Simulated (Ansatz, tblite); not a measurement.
Cost and result up the ladder for the cluster Ge₂H⁻ (3 atoms). The state is a singlet with charge -1. Geometry: PBE-D4/def2-TZVPD.

```xyz
3

Ge   -0.0386   -0.1176   -0.1624
Ge    0.2960    1.1661    1.5841
H    -0.2574   -1.0485   -1.4216
```

Ansatz on 4 threads of AMD EPYC 7R43 on a shared host; xTB runs through tblite on one thread. Times are rough, summed over both states, and most runs start from the orbitals of an earlier one. No level here is sound enough to serve as a yardstick. The other state is a doublet.

The xTB rows come from tblite. Correlated methods freeze 18 core orbitals; core or outer-core shells of Ge are correlated, in sets that lack core-valence functions. In CCSD on the charge 0 doublet the largest single amplitude is 0.24, so its Hartree–Fock determinant may place the open shell otherwise than the density functionals do. The structure comes from a short search, and lower isomers may exist.

Run but left out: HF/def2-TZVPPD (singlet: restricted singlet, unstable towards broken spin symmetry); MP2/def2-TZVPPD (neutral doublet: ⟨S²⟩ 1.18, where a pure state has 0.75).

Correlated methods converge slowly with the basis.

Raw xTB energies of ions are shifted by several eV.

```csv
level,functions,wall time,vertical IE (eV),remarks
GFN2-xTB,19,0.009 s,3.79,–
GFN1-xTB,20,0.016 s,7.91,–
PBE-D4/def2-TZVPD,117,7.9 s,1.97,HOMO above zero (-1 singlet)
r2SCAN-D4/def2-TZVPD,117,10 s,2.00,HOMO above zero (-1 singlet)
CCSD(T)/def2-TZVPPD,125,24 s,2.12,"large T1 (0.046) (doublet), restricted SCF unstable (-1 singlet), spin-contaminated (⟨S²⟩ 1.18) (doublet)"
```
